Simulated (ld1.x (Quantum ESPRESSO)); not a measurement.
## An all-electron radial function and its pseudo partner (iron)

Columns: radius, all-electron u(r) and pseudo u(r) of the 3p shell (level -59.93 eV) of iron in the configuration [Ne] 3s2 3p6 3d6 4s2 4p0; LDA (PZ), scalar-relativistic, PAW scheme, ld1.x (Quantum ESPRESSO) 7.5.

```
r (bohr)  all-electron   pseudo
   0.095        0.5216  -0.0214
   0.190        0.5240  -0.0831
   0.285        0.0707  -0.1782
   0.380       -0.4385  -0.2959
   0.475       -0.8255  -0.4232
   0.570       -1.0553  -0.5467
   0.665       -1.1517  -0.6538
   0.760       -1.1531  -0.7344
   0.855       -1.0952  -0.7823
   0.950       -1.0045  -0.7952
   1.045       -0.8993  -0.7751
   1.140       -0.7913  -0.7276
   1.235       -0.6874  -0.6606
   1.330       -0.5914  -0.5831
   1.425       -0.5049  -0.5035
   1.520       -0.4285  -0.4285
   1.615       -0.3620  -0.3620
   1.710       -0.3046  -0.3046
   1.805       -0.2555  -0.2555
   1.900       -0.2138  -0.2138
   1.995       -0.1785  -0.1785
   2.090       -0.1488  -0.1488
   2.185       -0.1238  -0.1238
   2.280       -0.1029  -0.1029
   2.375       -0.0854  -0.0854
   2.470       -0.0708  -0.0708
```

(1) How many radial nodes do the two functions have?

(2) At about which radius was the pseudo-wave matched?

(3) Is the pseudo-wave norm-conserving?

Results:

(1) The all-electron 3p function has n − l − 1 = 1; the pseudo-wave has 0, since the states of the same l below it are removed with the core.

(2) 1.65 bohr. The columns agree to 0.0005 from 1.52 bohr on; several derivatives are matched, so the curves merge somewhat inside the radius.

(3) No, it belongs to a PAW set: the norm inside the radius is not constrained, and the difference is carried by the augmentation charge.
